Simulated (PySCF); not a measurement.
C3H5 (SMILES C=[C]C), doublet, at a GFN2-xTB geometry, with bond 4-1 at 1.3 times its length. Base run: PBE/def2-SV(P) (PySCF).

PySCF was given this input:
```python
from pyscf import gto, scf, dft

mol = gto.M(
    atom='''
C     1.313529    0.256226   -0.021927
C     0.025909    0.374083   -0.010223
H     1.837879   -0.703925   -0.002493
H     2.167641    1.370500   -0.061327
C    -1.206401   -0.398851    0.024477
H    -1.008352   -1.478408    0.050837
H    -1.788968   -0.136455    0.908191
H    -1.809314   -0.183320   -0.858262
''',
    basis='def2-sv(p)',
    charge=0,
    spin=1,
    verbose=4,
)

mf = dft.UKS(mol)
mf.xc = 'pbe'
mf.kernel()
mf.analyze()
```

Variants of this job, named by their change:

```tsv
change	ΔE vs base (mEh)	SCF cycles	<S^2>	outcome
base	0.000	11	0.759	converged
init_guess = 1e	0.000	16	0.759	converged
init_guess = huckel	0.000	13	0.759	converged
diis = off; damp = 0.6 (with mf.diis_start_cycle = 200; with mf.max_cycle = 150)	0.000	29	0.759	converged
conv_tol_grad = 1e-7	0.000	16	0.759	converged
solver = newton	0.000	-	0.759	converged
diis_space = 2	-	50	-	not converged
level_shift = 0.5 (with mf.max_cycle = 100)	0.000	22	0.759	converged
level_shift = 0.1 (with mf.max_cycle = 100)	0.000	13	0.759	converged
conv_tol = 1e-4	0.078	6	0.758	converged
damp = 0.5; diis_start_cycle = 5	0.000	13	0.759	converged
init_guess = atom	0.000	12	0.759	converged
init_guess = sap	0.000	13	0.759	converged
```

Open shells are given as the SCF converged; they aren't shown to be the lowest states, and a large step between rows can be another state.
